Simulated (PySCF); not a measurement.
A TDDFT job was run through a driver script with this input:

```
{"job": {"kind": "uv", "xc": "CAM-B3LYP", "basis": "def2-SVPD", "ip": true}, "charge": 0, "multiplicity": 1}
C     -2.191181     1.689518     0.766695
C     -1.915816     0.536657     0.141284
C     -2.887497    -0.610332     0.113477
Si    -0.263210     0.282815    -0.718932
C      0.676314    -1.191394     0.036144
C      2.182135    -1.066521    -0.224487
Si     2.736064     0.670336     0.296365
P      1.120277     2.080346    -0.456747
H     -1.481710     2.523426     0.781299
H     -3.144624     1.843221     1.288396
H     -2.456317    -1.512480     0.580115
H     -3.144795    -0.888739    -0.922590
H     -3.821896    -0.368187     0.643662
H     -0.483519     0.039933    -2.182593
H      0.267735    -2.144805    -0.340547
H      0.473495    -1.174517     1.122572
H      2.762308    -1.843424     0.302644
H      2.403026    -1.182564    -1.300272
H      4.077516     1.056873    -0.238538
H      2.766711     0.763591     1.789708
H      1.586192     2.019864    -1.807911
```

Method used: PySCF 2.14.0, density-fitted response routines, TDDFT CAM-B3LYP/def2-SVPD, vertical, gas phase, core orbitals frozen in the response. Job line and output are in the format of a driver script around the code.

Task: What does the script print for it, SCF cycles aside?

Result: 
```
converged SCF energy = -1118.1772895230

Static polarisability (au): isotropic 138.079, principal 113.466 141.256 159.517

Singlet excitations
state   eV       nm        f      main configurations
  1   5.8287    212.7   0.00409   H->L 0.75, H->L+4 0.11
  2   6.5197    190.2   0.00450   H->L+2 0.53, H-2->L 0.17
  3   6.6521    186.4   0.00873   H->L+3 0.45, H-2->L 0.21
  4   6.7213    184.5   0.01882   H->L+3 0.23, H-3->L+1 0.14, H->L+1 0.12
  5   6.8169    181.9   0.01982   H->L+1 0.54, H->L+2 0.11, H->L 0.11
  6   6.8312    181.5   0.16445   H-1->L 0.68, H-1->L+1 0.10
  7   6.9786    177.7   0.05250   H-2->L 0.20, H-1->L+1 0.17, H->L+2 0.10
  8   7.0889    174.9   0.16848   H-1->L+1 0.42, H-1->L+2 0.12, H-2->L 0.10
  9   7.2411    171.2   0.05834   H->L+5 0.34, H-2->L+2 0.18, H->L+4 0.12
 10   7.3174    169.4   0.00712   H-1->L+2 0.50, H-3->L 0.11, H-1->L+4 0.09

Triplet excitations (Tamm-Dancoff, eV): 4.1837 5.3253 5.7826 6.1827
Vertical ionisation energy (delta-SCF) = 8.9863 eV
```

One conformer (not necessarily the lowest) at the PBE0-D3(BJ)/def2-SVP geometry, without solvent, vibrations or thermal averaging.

H and L stand for HOMO and LUMO.

All these states lie below the vertical ionisation energy of 8.99 eV (ΔSCF).
